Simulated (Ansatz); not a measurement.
Ansatz results at the PBE0-D4/def2-TZVP geometry: LUMO energy (B3LYP/def2-TZVPP) 0.14 eV; HOMO energy (PBE/def2-TZVPP) -5.54 eV; LUMO energy (PBE/def2-TZVPP) -0.53 eV.

Each molecule was computed in one conformer, which needn't be the lowest.

Task: Which molecule gave them?
A. `C[O][Ge]([CH3])([CH3])[O]C(C)(C)C`
B. `C[NH][Ge]([O]C)([O]C)[O]C`
C. `[CH3][GeH]([CH3])[C]#N`
D. `[CH3][GeH]([Cl])[SeH]`

Result: B. The others give `[CH3][GeH]([Cl])[SeH]`: -0.83, -6.07, -1.46; `[CH3][GeH]([CH3])[C]#N`: -0.18, -7.76, -0.88; `C[O][Ge]([CH3])([CH3])[O]C(C)(C)C`: 0.43, -5.84, -0.06.

B3LYP here is the variant with VWN-RPA as its local correlation; programs differ in this.
